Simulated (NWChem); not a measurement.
System: C2H3ClO2Si; SMILES O=C1C[Si@@H](Cl)O1

NWChem printed, in part:

```
             Northwest Computational Chemistry Package (NWChem) 7.3.0
             --------------------------------------------------------

 C1  symmetry detected

                             Geometry "geometry" -> ""
                             -------------------------

 Output coordinates in angstroms (scale by  1.889725989 to convert to a.u.)

  No.       Tag          Charge          X              Y              Z
 ---- ---------------- ---------- -------------- -------------- --------------
    1 O                    8.0000     0.36929461     2.73781251    -0.52598805
    2 C                    6.0000     0.08366915     1.63284599    -0.15819128
    3 C                    6.0000    -1.24611998     0.84219977    -0.21726656
    4 Si                  14.0000    -0.23776784    -0.48954229     0.64521765
    5 Cl                  17.0000     0.22021454    -2.17919995    -0.44190571
    6 O                    8.0000     0.96393274     0.75345674     0.47461192
    7 H                    1.0000    -1.57806792     0.64570074    -1.25548311
    8 H                    1.0000    -2.06372124     1.34879200     0.33232523
    9 H                    1.0000    -0.46422203    -0.87493021     2.06626401

 Effective nuclear repulsion energy (a.u.)     348.1097484502

                                 NWChem DFT Module
                                 -----------------

 Summary of "ao basis" -> "ao basis" (spherical)
 ------------------------------------------------------------------------------
       Tag                 Description            Shells   Functions and Types
 ---------------- ------------------------------  ------  ---------------------
 O                           6-31g*                  6       14   3s2p1d
 C                           6-31g*                  6       14   3s2p1d
 Si                          6-31g*                  8       18   4s3p1d
 Cl                          6-31g*                  8       18   4s3p1d
 H                           6-31g*                  2        2   2s

            General Information
            -------------------
          SCF calculation type: DFT
          Wavefunction type:  closed shell.
          No. of atoms     :     9
          No. of electrons :    62
           Alpha electrons :    31
            Beta electrons :    31
          Charge           :     0
          Spin multiplicity:     1
          Use of symmetry is: off; symmetry adaption is: off
          Maximum number of iterations: 150
          AO basis - number of functions:    98
                     number of shells:    46
          Convergence on energy requested:  1.00D-06
          Convergence on density requested:  1.00D-05
          Convergence on gradient requested:  5.00D-04

              XC Information
              --------------
                   Becke 97-D Method XC Functional
                  Becke 1997-D Exchange Functional  1.000
                Becke 1997-D Correlation Potential  1.000

             Grid Information
             ----------------
          Grid used for XC integration:  medium
          Radial quadrature: Mura-Knowles
          Angular quadrature: Lebedev.
          Tag              B.-S. Rad. Rad. Pts. Rad. Cut. Ang. Pts.
          ---              ---------- --------- --------- ---------
          O                   0.60       49          12.0       434
          C                   0.70       49          10.0       434
          Si                  1.10       88           8.0       590
          Cl                  1.00       88          11.0       590
          H                   0.35       45          11.0       434
          Grid pruning is: on
          Number of quadrature shells:   507
          Spatial weights used:  Erf1

      Superposition of Atomic Density Guess
      -------------------------------------

 Sum of atomic energies:        -974.59180062

      Non-variational initial energy
      ------------------------------

 Total energy =    -977.068116
 1-e energy   =   -2037.834583
 2-e energy   =     712.656718
 HOMO         =      -0.340010
 LUMO         =       0.036660

     ---------------------------------------------
      Total Density - Mulliken Population Analysis
     ---------------------------------------------

    Atom       Charge   Shell Charges
 -----------   ------   -------------------------------------------------------
    1 O    8     8.86   2.00  0.95  3.11  0.94  1.84  0.02
    2 C    6     4.80   2.00  0.66  1.35  0.38  0.31  0.11
    3 C    6     6.78   2.00  0.72  2.02  0.70  1.32  0.02
    4 Si  14    12.80   2.00  2.00  5.97  0.89  1.27  0.22  0.26  0.19
    5 Cl  17    17.40   2.00  2.00  5.98  1.37  3.70  0.57  1.77  0.01
    6 O    8     8.86   2.00  0.94  3.04  0.95  1.92  0.02
    7 H    1     0.73   0.44  0.29
    8 H    1     0.73   0.44  0.29
    9 H    1     1.04   0.46  0.58

   convergence    iter        energy       DeltaE   RMS-Dens  Diis-err
 ---------------- ----- ----------------- --------- --------- ---------
 d= 0,ls=0.0,diis     1   -977.8803347987 -1.33D+03  2.83D-02  1.46D+00
 d= 0,ls=0.0,diis     2   -976.9166875582  9.64D-01  2.20D-02  1.06D+01
 d= 0,ls=0.0,diis     3   -978.0207745215 -1.10D+00  6.02D-03  4.05D-01
 d= 0,ls=0.0,diis     4   -978.0444590272 -2.37D-02  2.94D-03  2.00D-01
 d= 0,ls=0.0,diis     5   -978.0625525069 -1.81D-02  1.12D-03  1.54D-02
  Resetting Diis
 d= 0,ls=0.0,diis     6   -978.0642675191 -1.72D-03  2.45D-04  4.79D-04
 d= 0,ls=0.0,diis     7   -978.0643353318 -6.78D-05  8.66D-05  1.88D-05
 d= 0,ls=0.0,diis     8   -978.0643316004  3.73D-06  5.48D-05  4.99D-05
 d= 0,ls=0.0,diis     9   -978.0643373669 -5.77D-06  1.57D-05  6.20D-06
 d= 0,ls=0.0,diis    10   -978.0643379650 -5.98D-07  3.76D-06  2.92D-07

         Total DFT energy =     -978.064337965000
      One electron energy =    -2040.842356982042
           Coulomb energy =      792.967230117583
    Exchange-Corr. energy =      -78.291249881299
 Nuclear repulsion energy =      348.109748450246

    Dispersion correction =       -0.007709669489

 Numeric. integr. density =       62.000003873567

                       DFT Final Molecular Orbital Analysis
                       ------------------------------------

 Vector   29  Occ=2.000000D+00  E=-2.928483D-01
              MO Center=  1.7D-02, -1.7D-01, -2.4D-02, r^2= 4.3D+00
   Bfn.  Coefficient  Atom+Function         Bfn.  Coefficient  Atom+Function
  ----- ------------  ---------------      ----- ------------  ---------------
    81      0.335135  6 O  px                69      0.298429  5 Cl pz
    68     -0.241750  5 Cl py                85      0.231058  6 O  px
    67      0.203002  5 Cl px                34      0.193078  3 C  s
    32     -0.191138  3 C  py                31      0.174656  3 C  px
     5      0.167580  1 O  pz                73      0.152704  5 Cl pz

 Vector   30  Occ=2.000000D+00  E=-2.870987D-01
              MO Center=  4.7D-01,  1.1D+00,  1.1D-01, r^2= 3.5D+00
   Bfn.  Coefficient  Atom+Function         Bfn.  Coefficient  Atom+Function
  ----- ------------  ---------------      ----- ------------  ---------------
    83      0.411586  6 O  pz                 5     -0.321226  1 O  pz
    87      0.299867  6 O  pz                 9     -0.216700  1 O  pz
    82      0.180602  6 O  py                67      0.169613  5 Cl px
    98     -0.158237  9 H  s                  4     -0.152515  1 O  py
     3      0.139454  1 O  px                86      0.133812  6 O  py

 Vector   31  Occ=2.000000D+00  E=-2.387875D-01
              MO Center=  1.6D-01,  2.0D+00, -3.2D-01, r^2= 2.6D+00
   Bfn.  Coefficient  Atom+Function         Bfn.  Coefficient  Atom+Function
  ----- ------------  ---------------      ----- ------------  ---------------
     3      0.533627  1 O  px                 7      0.354357  1 O  px
    32      0.191323  3 C  py                 5      0.179479  1 O  pz
    34      0.158426  3 C  s                 82     -0.148515  6 O  py
    31      0.139036  3 C  px                84     -0.139009  6 O  s
    49      0.138062  4 Si px                35      0.131956  3 C  px

 Vector   32  Occ=0.000000D+00  E=-4.275377D-02
              MO Center= -2.4D-02,  1.7D+00, -2.1D-01, r^2= 2.2D+00
   Bfn.  Coefficient  Atom+Function         Bfn.  Coefficient  Atom+Function
  ----- ------------  ---------------      ----- ------------  ---------------
    19      0.476820  2 C  pz                96     -0.405220  8 H  s
    23      0.396284  2 C  pz                94      0.387702  7 H  s
     5     -0.340261  1 O  pz                 9     -0.330912  1 O  pz
    83     -0.239333  6 O  pz                37      0.228804  3 C  pz
    87     -0.214334  6 O  pz                18      0.200795  2 C  py

 Vector   33  Occ=0.000000D+00  E=-3.254889D-02
              MO Center= -6.0D-01, -6.8D-01,  5.9D-01, r^2= 3.6D+00
   Bfn.  Coefficient  Atom+Function         Bfn.  Coefficient  Atom+Function
  ----- ------------  ---------------      ----- ------------  ---------------
    53      0.699629  4 Si px                52     -0.531595  4 Si s
    49      0.416723  4 Si px                54      0.412184  4 Si py
    34      0.349768  3 C  s                 70      0.330998  5 Cl s
    84     -0.281359  6 O  s                 36     -0.273529  3 C  py
    71     -0.270486  5 Cl px                98      0.267958  9 H  s

 Vector   34  Occ=0.000000D+00  E=-1.988860D-02
              MO Center=  1.4D-01, -8.7D-01,  4.9D-01, r^2= 3.8D+00
   Bfn.  Coefficient  Atom+Function         Bfn.  Coefficient  Atom+Function
  ----- ------------  ---------------      ----- ------------  ---------------
    52      0.640436  4 Si s                 70     -0.616717  5 Cl s
    54     -0.597284  4 Si py                53      0.521039  4 Si px
    48      0.474572  4 Si s                 72     -0.457228  5 Cl py
    50     -0.368531  4 Si py                73     -0.323595  5 Cl pz
    49      0.308068  4 Si px                98     -0.295881  9 H  s

[...]
```

Level: B97-D/6-31G* (spherical d). Geometry: optimised at PBE-D3(BJ)/def2-SVP.

Problem. Which NWChem input produces such a log?

Solution. One answer among several that fit: the input that was run:
```
start job
memory heap 200 mb stack 900 mb global 1100 mb
geometry units angstroms noautoz
  O      0.427938     2.752229    -0.517734
  C      0.114328     1.651391    -0.160506
  C     -1.224534     0.880717    -0.262783
  Si    -0.264087    -0.466525     0.629781
  Cl     0.203050    -2.162069    -0.444203
  O      0.960812     0.758523     0.498949
  H     -1.526160     0.689918    -1.311264
  H     -2.051578     1.399069     0.261114
  H     -0.541368    -0.849483     2.042451
end
basis spherical
  * library 6-31g*
end
dft
  xc becke97-d
  disp vdw 2
  iterations 150
  mulliken
end
task dft energy
```
